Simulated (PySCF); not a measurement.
C2H6BClO, SMILES CCB(O)Cl. Atoms are numbered in the order given.

```xyz
11

B      0.2586     0.5167     0.1821
Cl    -1.0606    -0.3304     1.0436
C      0.6328     0.1423    -1.2917
C      0.4070    -1.3029    -1.7188
H      1.6752     0.4576    -1.4669
H      0.0240     0.8193    -1.9235
H     -0.6389    -1.6066    -1.5624
H      1.0343    -1.9973    -1.1382
H      0.6460    -1.4544    -2.7823
O      0.9003     1.5125     0.8222
H      0.5558     1.6786     1.7072
```
Charge 0, spin multiplicity 1.

Geometry optimised at PBE0-D3(BJ)/def2-SVP. The structure was generated by enumeration, and PubChem lists no compound with its InChIKey, so it may never have been made. One conformer was computed; it need not be the lowest.

Two levels are set side by side: PBE/pcSseg-1 (PySCF) and KT2/pcSseg-1 (PySCF). GIAO shifts against BF3 (¹¹B), H2O (¹⁷O), HCl (³⁵Cl), TMS (¹H), TMS (¹³C) at the same level; non-relativistic, no solvent, atoms listed together averaged. Without spin–orbit terms, shifts of atoms bonded to Cl or Br come out too high at both levels. Differences are taken from unrounded values.

| quantity | KT2 | PBE | PBE minus KT2 |
|---|---|---|---|
| δ(¹¹B) of B1 (ppm) | 30.1 | 32.4 | 2.3 |
| δ(³⁵Cl) of Cl2 (ppm) | 154.6 | 165.1 | 10.4 |
| δ(¹³C) of C3 (ppm) | 16.2 | 17.0 | 0.8 |
| δ(¹³C) of C4 (ppm) | 13.4 | 13.4 | 0.0 |
| δ(¹⁷O) of O10 (ppm) | 186.9 | 197.0 | 10.1 |
| δ(¹H) of H11 (ppm) | 5.40 | 5.55 | 0.15 |

Rough cost on one machine, each run with all the roots and properties that it gave: KT2 against PBE within a factor of 2.
